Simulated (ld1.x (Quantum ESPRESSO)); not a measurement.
**Configuration tests for gallium (Ga) (RRKJ)**

ld1.x (Quantum ESPRESSO) 7.5 input, shortened:

```
&input
   title='Ga', zed=31., rel=1, dft='BP', iswitch=3,
   config='[Ar] 3d10 4s1.5 4p0 4d-2'
 /
 &inputp
   pseudotype=2, tm=.false., rho0=0.01, lloc=0,
   nlcc=.false.
 /
3
4P  2  1   0.00   0.00  1.65  1.65  0.0
4D  3  2  -2.00  -0.05  1.75  1.75  0.0
4S  1  0   1.50   0.00  2.00  2.00  0.0
 &test
   configts(1)='4s1.5 4p0'
 /
```

Energies are relative to the spin-unpolarised reference configuration 4s1.5 4p0; without spin polarisation the order of configurations can differ from experiment.

```tsv
valence configuration	charge	ΔE all-electron (eV)	error AE − PS (meV)
4s2 4p1	0	-15.281	+22
4s1 4p0	+2	11.882	+21
4s1 4p2	0	-8.722	+32
4s2 4p0.5	+0.5	-13.180	+17
4s1 4p1	+1	-2.036	+14
4s0 4p3	0	-1.860	+102
```

**Question.** What are ΔE and the potential's error for 4s2 4p0?

**Answer.** ΔE = -9.452 eV all-electron; the error (AE − PS) is +11 meV.

Levels in the configuration 4s0 4p3:

```
level  all-electron (eV)  pseudo (eV)
   4p             -4.147       -4.163
```

ld1.x printed “convergence not achieved” for 6 of the counted tests; their residual had stalled under 1e-8, short of the target of 1e-14.

Note: ghost state, extra bound levels that the all-electron valence spectrum of the same l lacks: d at -67.5 eV. A true bound ghost makes a file unfit for plane-wave use.
